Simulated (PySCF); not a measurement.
r2SCAN on Cr⁻ (chromium, charge -1), [Ar] 3d5 4s2, high-spin 6S determinant. Calculation: PySCF 2.14, in aug-cc-pVTZ-DK (8s7p5d3f2g, 93 functions); scalar relativity by spin-free X2C-1e.

```
cycle= 1 E= -1050.76429525774  delta_E= -0.0112  |g|= 0.162  |ddm|= 1.45
cycle= 2 E= -1050.72874109691  delta_E= 0.0356  |g|= 0.38  |ddm|= 1.07
cycle= 3 E= -1050.77292410809  delta_E= -0.0442  |g|= 0.00737  |ddm|= 0.784
cycle= 4 E= -1050.77295631734  delta_E= -3.22e-05  |g|= 0.0103  |ddm|= 0.0546
cycle= 5 E= -1050.7730009008  delta_E= -4.46e-05  |g|= 0.000666  |ddm|= 0.0268
cycle= 6 E= -1050.77300149041  delta_E= -5.9e-07  |g|= 0.000107  |ddm|= 0.00912
cycle= 7 E= -1050.77300150219  delta_E= -1.18e-08  |g|= 1.15e-05  |ddm|= 0.00118
cycle= 8 E= -1050.77300150231  delta_E= -1.18e-10  |g|= 8.21e-07  |ddm|= 0.000164
converged SCF energy = -1050.77300150231  <S^2> = 8.9822392  2S+1 = 6.07692
```

Highest occupied orbital energy: 1.048 eV; ⟨L²⟩ = 0.00; populations by l: s 8.00, p 12.00, d 5.00, f 0.00.

(1) Can this result be used?

Results:

(1) With care. Self-consistency was reached. ⟨S²⟩ = 8.98 against 8.75 shows spin contamination. At r2SCAN the highest occupied level has a positive energy, so only the finite basis holds that electron; in a semilocal or global hybrid functional this comes from self-interaction and does not mean that the real anion is unbound.
